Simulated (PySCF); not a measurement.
cadmium atom (Cd), singlet (core potentials on Cd); CAMB3LYP/def2-TZVP, TDA triplets run with PySCF.

Input for PySCF:
```python
from pyscf import gto, scf, dft, tdscf

mol = gto.M(
    atom='''
Cd    0.000000    0.000000    0.000000
''',
    basis='def2-tzvp',
    ecp={'Cd': 'def2-tzvp'},
    charge=0,
    spin=0,
    verbose=4,
)

mf = dft.RKS(mol)
mf.xc = 'camb3lyp'
mf.kernel()
td = mf.TDA()
td.nstates = 5
td.singlet = False
td.kernel()
td.analyze(verbose=3)
```

It wrote (shortened):

```
PySCF version 2.14.0

[INPUT] verbose = 4
[INPUT] num. atoms = 1
[INPUT] num. electrons = 20
[INPUT] charge = 0
[INPUT] spin (= nelec alpha-beta = 2S) = 0
[INPUT] symmetry False subgroup None
[INPUT] Mole.unit = angstrom
[INPUT] Symbol           X                Y                Z      unit          X                Y                Z       unit  Magmom
[INPUT]  1 Cd     0.000000000000   0.000000000000   0.000000000000 AA    0.000000000000   0.000000000000   0.000000000000 Bohr   0.0

nuclear repulsion = 0
number of shells = 14
number of NR pGTOs = 65
number of NR cGTOs = 40
basis = def2-tzvp
ecp = {'Cd': 'def2-tzvp'}

******** <class 'pyscf.dft.rks.RKS'> ********
method = RKS
initial guess = minao
damping factor = 0
level_shift factor = 0
DIIS = <class 'pyscf.scf.diis.CDIIS'>
diis_start_cycle = 1
diis_space = 8
diis_damp = 0
SCF conv_tol = 1e-09
SCF conv_tol_grad = None
SCF max_cycles = 50
direct_scf = True
direct_scf_tol = 1e-13
XC library pyscf.dft.libxc version 7.1.2
    S. Lehtola, C. Steigemann, M. J. T. Oliveira, and M. A. L. Marques,  SoftwareX 7, 1–5 (2018)
XC functionals = camb3lyp
    T. Yanai, D. P. Tew, and N. C. Handy,  Chem. Phys. Lett. 393, 51 (2004)
radial grids:
    Treutler-Ahlrichs [JCP 102, 346 (1995); DOI:10.1063/1.469408] (M4) radial grids

becke partition: Becke, JCP 88, 2547 (1988); DOI:10.1063/1.454033
pruning grids: <function nwchem_prune>
grids dens level: 3
symmetrized grids: False
atomic radii adjust function: <function treutler_atomic_radii_adjust>
small_rho_cutoff = 0
Set gradient conv threshold to 3.16228e-05
Initial guess from minao.
tot grids = 22392
init E= -155.410149805879
  HOMO = -0.916168770811866  LUMO = -0.479517182214571  gap/eV = 11.88189
cycle= 1 E= -166.561899807329  delta_E= -11.2  |g|= 3.08  |ddm|= 5.41
  HOMO = 0.032158992890369  LUMO = 0.0619800216642796  gap/eV = 0.81147
cycle= 2 E= -165.677328322175  delta_E= 0.885  |g|= 4.19  |ddm|= 5.11
  HOMO = -0.285704992634085  LUMO = 0.0107515373145837  gap/eV = 8.06699
cycle= 3 E= -167.748496948845  delta_E= -2.07  |g|= 0.0944  |ddm|= 2.27
  HOMO = -0.272623833871402  LUMO = 0.0155262370267769  gap/eV = 7.84096
cycle= 4 E= -167.751261612038  delta_E= -0.00276  |g|= 0.0187  |ddm|= 0.367
  HOMO = -0.279366886280918  LUMO = 0.0105219211095746  gap/eV = 7.88828
cycle= 5 E= -167.751345877976  delta_E= -8.43e-05  |g|= 0.00164  |ddm|= 0.039
  HOMO = -0.280027648889313  LUMO = 0.00986486544980085  gap/eV = 7.88838
cycle= 6 E= -167.75134737523  delta_E= -1.5e-06  |g|= 0.000236  |ddm|= 0.0101
  HOMO = -0.280009439780978  LUMO = 0.00986775799164037  gap/eV = 7.88796
cycle= 7 E= -167.751347382184  delta_E= -6.95e-09  |g|= 1.31e-06  |ddm|= 0.000203
  HOMO = -0.280009911297294  LUMO = 0.00986734094498293  gap/eV = 7.88796
cycle= 8 E= -167.751347382184  delta_E= -2.27e-13  |g|= 3.7e-07  |ddm|= 4.24e-06
  HOMO = -0.28000997843583  LUMO = 0.00986730792395428  gap/eV = 7.88796
Extra cycle  E= -167.751347382184  delta_E= -2.84e-14  |g|= 3.95e-07  |ddm|= 4.61e-07
converged SCF energy = -167.751347382184

******** <class 'pyscf.tdscf.rks.TDA'> for <class 'pyscf.dft.rks.RKS'> ********
nstates = 5 triplet
deg_eia_thresh = 1.000e-03
wfnsym = None
conv_tol = 1e-05
eigh lindep = 1e-12
eigh level_shift = 0
eigh max_cycle = 100

Excitation energies (eV)
[ 3.84582822  3.84582822  3.84582822  8.29928195 10.78130252]

** Triplet excitation energies and oscillator strengths **
Excited State   1:      3.84583 eV    322.39 nm  f=0.0000
Excited State   2:      3.84583 eV    322.39 nm  f=0.0000
Excited State   3:      3.84583 eV    322.39 nm  f=0.0000
Excited State   4:      8.29928 eV    149.39 nm  f=0.0000
Excited State   5:     10.78130 eV    115.00 nm  f=0.0000
```
